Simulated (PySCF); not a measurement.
C6H18N2Si, SMILES CN(C)[Si](C)(C)N(C)C. The structure is a stationary point at B3LYP-D3(BJ)/def2-SVP. The isomer is the one that the SMILES or the coordinates give; other isomers of the formula were not compared. Other conformers were not sampled.

Question: Give the equilibrium geometry at B3LYP-D3(BJ)/def2-SVP (PySCF confirms it by a frequency run) as bond lengths and angles, and its point group. (The exact figures need the calculation; the answer reports its results.)

Answer: Several could match; the one computed here: point group C2.
Atoms: C1 N2 C3 Si4 C5 C6 N7 C8 C9 H10 H11 H12 H13 H14 H15 H16 H17 H18 H19 H20 H21 H22 H23 H24 H25 H26 H27. Bond lengths (Å): C1–N2 1.445, C1–H10 1.108, C1–H11 1.111, C1–H12 1.099, N2–C3 1.448, N2–Si4 1.748, C3–H13 1.111, C3–H14 1.108, C3–H15 1.100, Si4–C5 1.885, Si4–C6 1.885, Si4–N7 1.748, C5–H16 1.102, C5–H17 1.102, C5–H18 1.103, C6–H19 1.102, C6–H20 1.102, C6–H21 1.103, N7–C8 1.448, N7–C9 1.445, C8–H22 1.111, C8–H23 1.108, C8–H24 1.100, C9–H25 1.111, C9–H26 1.099, C9–H27 1.108. Angles (°): N2–C1–H10 111.1, N2–C1–H11 112.7, N2–C1–H12 111.2, H10–C1–H11 106.7, H10–C1–H12 107.3, H11–C1–H12 107.5, C1–N2–C3 113.5, C1–N2–Si4 124.9, C3–N2–Si4 119.7, N2–C3–H13 112.7, N2–C3–H14 111.2, N2–C3–H15 110.2, H13–C3–H14 107.0, H13–C3–H15 108.1, H14–C3–H15 107.5, N2–Si4–C5 108.0, N2–Si4–C6 113.0, N2–Si4–N7 106.0, C5–Si4–C6 108.8, C5–Si4–N7 113.0, C6–Si4–N7 108.0, Si4–C5–H16 112.9, Si4–C5–H17 111.7, Si4–C5–H18 108.8, H16–C5–H17 108.1, H16–C5–H18 107.4, H17–C5–H18 107.6, Si4–C6–H19 111.7, Si4–C6–H20 112.9, Si4–C6–H21 108.8, H19–C6–H20 108.1, H19–C6–H21 107.6, H20–C6–H21 107.4, Si4–N7–C8 119.7, Si4–N7–C9 124.9, C8–N7–C9 113.5, N7–C8–H22 112.7, N7–C8–H23 111.2, N7–C8–H24 110.2, H22–C8–H23 107.0, H22–C8–H24 108.1, H23–C8–H24 107.5, N7–C9–H25 112.7, N7–C9–H26 111.2, N7–C9–H27 111.1, H25–C9–H26 107.5, H25–C9–H27 106.7, H26–C9–H27 107.3.
